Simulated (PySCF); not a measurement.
## Mayer bond orders and bond lengths

Species: C8H11NS.
Numbering: `[CH3:1][CH2:2][c:3]1[cH:4][cH:5][c:6]([S:7][CH3:8])[n:9][cH:10]1` (hydrogens: H11, H12, H13 on C1; H14, H15 on C2; H16 on C4; H17 on C5; H18, H19, H20 on C8; H21 on C10)

Structure used (GFN2-xTB), in Å, numbered top down from 1:
```xyz
21
C8H11NS angstrom
C     -3.185    0.396    0.602
C     -2.448   -0.107   -0.641
C     -0.991   -0.299   -0.343
C     -0.508   -1.496    0.186
C      0.831   -1.622    0.489
C      1.658   -0.524    0.250
S      3.371   -0.637    0.622
C      3.914    1.023    0.141
N      1.218    0.618   -0.249
C     -0.070    0.720   -0.534
H     -2.773    1.349    0.926
H     -4.244    0.529    0.389
H     -3.083   -0.316    1.418
H     -2.885   -1.055   -0.963
H     -2.567    0.617   -1.450
H     -1.184   -2.322    0.354
H      1.244   -2.531    0.896
H      4.984    1.063    0.316
H      3.685    1.179   -0.908
H      3.394    1.754    0.751
H     -0.372    1.676   -0.943
```

Bond orders from the PBE0/pcSseg-1 density (PySCF). Geometry: GFN2-xTB, one conformer, isolated molecule.

(1) How far do the computed orders between heavy atoms stray from the drawn ones?

(2) Set the Mayer orders of the bonds between heavy atoms beside their lengths.

Results:

(1) The largest departure is 0.220, at C5–C6 (drawn aromatic, 1.280), counting aromatic bonds as 1.5. The bonds drawn aromatic range from 1.28 to 1.49.

(2) 
```csv
bond,drawn as,length (Å),Mayer order
C1–C2,single,1.530,1.036
C2–C3,single,1.499,1.044
C3–C4,aromatic,1.395,1.364
C4–C5,aromatic,1.378,1.487
C5–C6,aromatic,1.395,1.280
C6–S7,single,1.757,1.045
S7–C8,single,1.812,1.006
C6–N9,aromatic,1.322,1.428
N9–C10,aromatic,1.322,1.479
C10–C3,aromatic,1.387,1.397
```

By pair of heavy elements: C–C: lowest C1–C2 (1.036, 1.530 Å), highest C4–C5 (1.487, 1.378 Å). C–S: lowest S7–C8 (1.006, 1.812 Å), highest C6–S7 (1.045, 1.757 Å). C–N: lowest C6–N9 (1.428, 1.322 Å), highest N9–C10 (1.479, 1.322 Å).

Problem. And the bonds to hydrogen?

Solution. C–H: 0.94 to 0.98 (11 bonds).

Problem. Sum the orders of all bonds at each heavy atom with more than one neighbour and set the sums beside the valence in the SMILES.

Solution. C1 3.939 (drawn 4), C2 3.966 (drawn 4), C3 3.805 (drawn 4), C4 3.830 (drawn 4), C5 3.721 (drawn 4), C6 3.753 (drawn 4), S7 2.051 (drawn 2), C8 3.849 (drawn 4), N9 2.907 (drawn 3), C10 3.860 (drawn 4). Orders between atoms that aren't bonded are not in these sums.

For a closed shell the Mayer order of atoms A and B is Σ (PS)μν (PS)νμ over the basis functions μ on A and ν on B, with P the density and S the overlap matrix.

The run behind these numbers computed NMR shieldings as well. On Arm Neoverse N1, one thread, on a shared host, this took 83 s wall.
